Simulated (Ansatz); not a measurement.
Cost and result for the atomization energy of CH8Ge2O2 (`[CH3][Ge]([OH])([OH])[GeH3]`) (13 atoms, 12 bonds).

```xyz
13

C    -0.1036    1.9917   -0.3123
Ge   -0.4656    0.1221   -0.0012
O    -1.3949    0.0771    1.5233
O    -1.5090   -0.3798   -1.3610
Ge    1.4170   -1.4181    0.1689
H     0.4864    2.4041    0.5061
H     0.4350    2.1224   -1.2508
H    -1.0560    2.5207   -0.3694
H    -1.5702   -0.8098    1.8434
H    -1.7019   -1.3193   -1.3745
H     0.8860   -2.8420    0.4241
H     2.2355   -1.4360   -1.1318
H     2.3411   -1.0331    1.3351
```

Charge 0, multiplicity 1. Correlated methods include outer-core shells of Ge, which these sets cover unevenly. Scalar relativity is left out up to krypton. The geometry is a stationary point of PBE0-D4/def2-TZVP. It is one conformer, not always the lowest. Program: Ansatz. All runs use 2 threads of an AMD EPYC 7R13 on a shared host and a share of an NVIDIA H100 80 GB. Times are those of one run each, without the atoms' runs, and a repeat can differ threefold. Electronic energies, without spin–orbit coupling; frozen cores. CCSD(T)/CBS adds CCSD(T) − MP2 in def2-TZVPP to the MP2 limit, and its time is that of the two runs behind it. T1 = 0.012. With those shells the extrapolation isn't a true limit. B3LYP takes the VWN-RPA correlation (the form of Gaussian; ORCA's B3LYP/G).

CCSD(T)/CBS is a level of theory with its own doubt, some kJ/mol a heavy atom from the limit and from the frozen cores, so smaller differences don't rank the functionals.

```json
{"level": "B2PLYP/def2-TZVPP", "functions": "301", "wall time": "8.5 s", "atomization (kJ/mol)": "4295.1", "difference from CCSD(T)/CBS": "-88.1", "per bond": "-7.3"}
{"level": "ωB97X-V/def2-TZVPP", "functions": "301", "wall time": "11 s", "atomization (kJ/mol)": "4370.2", "difference from CCSD(T)/CBS": "-13.0", "per bond": "-1.1"}
{"level": "ωB97M-V/def2-TZVPP (with forces)", "functions": "301", "wall time": "11 s", "atomization (kJ/mol)": "4336.7", "difference from CCSD(T)/CBS": "-46.5", "per bond": "-3.9"}
{"level": "r2SCAN-D4/def2-TZVPP (with forces)", "functions": "301", "wall time": "12 s", "atomization (kJ/mol)": "4363.1", "difference from CCSD(T)/CBS": "-20.1", "per bond": "-1.7"}
{"level": "MP2/def2-QZVPP", "functions": "589", "wall time": "13 s", "atomization (kJ/mol)": "4384.9", "difference from CCSD(T)/CBS": "1.7", "per bond": "0.1"}
{"level": "B3LYP-D4/def2-TZVPP (with forces)", "functions": "301", "wall time": "13 s", "atomization (kJ/mol)": "4323.1", "difference from CCSD(T)/CBS": "-60.1", "per bond": "-5.0"}
{"level": "CCSD(T)/def2-TZVPP", "functions": "301", "wall time": "13 s", "atomization (kJ/mol)": "4285.6", "difference from CCSD(T)/CBS": "-97.6", "per bond": "-8.1"}
{"level": "PBE0-D4/def2-TZVPP", "functions": "301", "wall time": "13 s", "atomization (kJ/mol)": "4309.1", "difference from CCSD(T)/CBS": "-74.1", "per bond": "-6.2"}
{"level": "PBE-D4/def2-TZVPP (with forces)", "functions": "301", "wall time": "16 s", "atomization (kJ/mol)": "4382.8", "difference from CCSD(T)/CBS": "-0.4", "per bond": "0.0"}
{"level": "CCSD(T)/CBS(def2)", "functions": "–", "wall time": "25 s", "atomization (kJ/mol)": "4383.2", "difference from CCSD(T)/CBS": "0.0", "per bond": "0.0"}
```

From PBE to PBE0 (25 % exact exchange), in def2-TZVPP and without D4, the atomization energy moves by −69.9 kJ/mol: exact exchange takes away binding that semilocal exchange gives to molecules. The D4 term adds +44.0 kJ/mol with B3LYP and +23.5 kJ/mol with PBE0; it sums over pairs of atoms, weighted by their polarisabilities, and B3LYP, whose exchange is more repulsive, gets the larger term. In def2-TZVPP, CCSD(T) changes the Hartree–Fock value by +1196.2 kJ/mol (the triples alone add +63.3 kJ/mol) and MP2 by +1238.5 kJ/mol; breaking electron pairs costs correlation energy, which Hartree–Fock lacks.
